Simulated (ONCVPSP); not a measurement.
**Before and after: ONCV potential for lithium**

ONCVPSP 4.0.1 input, shortened (lines: element, Z, core and valence counts, functional; n l f; lmax; l rc ep ncon nbas qcut; lloc lpopt rc5 dvloc0; l nproj debl; icmod fcfact rcfact), PBEsol, scalar-relativistic:

```
  Li 3.00    0    2  -116133      upf
    1    0    2.00
    2    0    1.00
    2
    0    0.95    0.00    5   10   15.60
    1    1.00    0.34    5    9    7.60
    2    0.75    0.45    3    8   12.80
    4    5    0.50   -1.00
    0    2    1.70
    1    2    0.70
    2    2    0.70
    0    0.00    0.00
```

Change: core [He], valence charge 1; reference 2s0.5; waves now 2s: rc 2.15 bohr, ncon 4, nbas 7, qcut 2.4 1/bohr, 2 projectors, debl 3.7 Ha; p scattering state at 0.04 Ha: rc 2.35 bohr, ncon 5, nbas 9, qcut 3.7 1/bohr, 1 projector; d scattering state at 0.43 Ha: rc 2.15 bohr, ncon 3, nbas 6, qcut 3.8 1/bohr, 1 projector; local potential polynomial inside 2.05 bohr (lpopt 5, dvloc0 0 Ha). In the p channel the program set the typed energies aside and used 0.050 Ha.

Cutoffs: the cutoffs (Ha) at which the residual kinetic energy of the hardest occupied pseudo-wave falls to 1 and 0.1 mHa per electron; they do not see the model core or the augmentation charge, which bear on the density cutoff. Errors are all-electron minus pseudo energies relative to the spin-unpolarised reference configuration.

Question: What does the change do?

Answer: The potential gets softer (72 Ha and 87 Ha → 2.3 Ha and 4.3 Ha); the number of tests with a reliable result goes from 4 to 1; neither file shows a bound ghost. The shells moved into the core no longer need plane waves of their own. Several settings change at once here, so the effects cannot be laid on one of them.

```json
{"quantity": "cutoff, loose", "base": "72 Ha", "changed": "2.3 Ha"}
{"quantity": "cutoff, tight", "base": "87 Ha", "changed": "4.3 Ha"}
{"quantity": "bound ghosts", "base": "none", "changed": "none"}
{"quantity": "GHOST(+) flags under 300 eV", "base": "none", "changed": "s at 121.8 eV"}
{"quantity": "tests with a reliable result", "base": "4 of 4", "changed": "1 of 2"}
```

Changed file: The cutoffs count occupied waves only; projector 2 of the s channel, the hardest unoccupied one, needs 24 Ha at the loose tolerance.
